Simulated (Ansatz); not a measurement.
A nudged elastic band was laid between two geometries of BClH4N2 (8 atoms, charge 0, multiplicity 1).

Method: Ansatz, RKS B3LYP/def2-SVP.

* movable images: 5
* climbing image: yes
* spring: 5.0 eV/Å²
* optimiser: quadratic models (default)
* start path: through a guess of the saddle point
* force threshold: 0.03 eV/Å
* iteration limit: 60
* end points: relaxed

Image 0:

```xyz
8
Properties=species:S:1:pos:R:3
N -0.208 1.238 -0.185
B -0.248 -0.170 -0.247
N 0.585 -1.029 0.499
Cl -1.452 -0.927 -1.362
H -0.825 1.816 -0.739
H 0.428 1.756 0.407
H 0.522 -2.035 0.422
H 1.289 -0.705 1.149
```

Image 6:

```xyz
8
Properties=species:S:1:pos:R:3
N -0.207 1.238 -0.186
B -0.248 -0.170 -0.246
N 0.584 -1.030 0.499
Cl -1.454 -0.927 -1.360
H -0.824 1.816 -0.740
H 0.428 1.757 0.406
H 1.294 -0.706 1.145
H 0.518 -2.035 0.426
```

**Question.** What changes between the two ends?

**Answer.** No bond is made or broken. The dihedral Cl4–B2–N3–H8 goes from 180 to 0°. The two ends are copies of one structure, up to a mirror image or an exchange of like atoms.

**Question.** Give the energies along the band, and the barrier.

**Answer.** The run converged. The highest image is number 3 of 0 to 6, 14.2 kcal/mol above the ends, which have the same energy within 2 meV. A vibrational analysis at the climbing image gives one clearly imaginary mode, 453i cm⁻¹: a first-order saddle point.

| image | path coordinate (Å) | energy (kcal/mol) | dihedral Cl4–B2–N3–H8 (°) |
| --- | --- | --- | --- |
| 0 | 0.00 | 0.0 | 180 |
| 1 | 0.61 | 2.9 | -162 |
| 2 | 1.21 | 10.2 | -142 |
| 3 | 1.81 | 14.2 | -117 |
| 4 | 2.42 | 10.2 | -81 |
| 5 | 3.02 | 2.9 | -38 |
| 6 | 3.62 | 0.0 | 0 |

**Question.** What is the geometry of the highest image?

**Answer.** 
```xyz
8
Properties=species:S:1:pos:R:3
N -0.117 1.149 -0.266
B -0.349 -0.231 -0.228
N 0.472 -1.196 0.491
Cl -1.787 -0.810 -1.155
H -0.708 1.795 -0.776
H 0.661 1.582 0.217
H 1.432 -1.272 0.161
H 0.488 -1.076 1.501
```

**Question.** What are the harmonic wavenumbers there?

**Answer.** 453i, 337, 366, 463, 465, 526, 620, 631, 884, 974, 1167, 1371, 1552, 1594, 3537, 3583, 3616, 3689 cm⁻¹.

The run took 9.4 min on 1 CPU thread of a shared host.
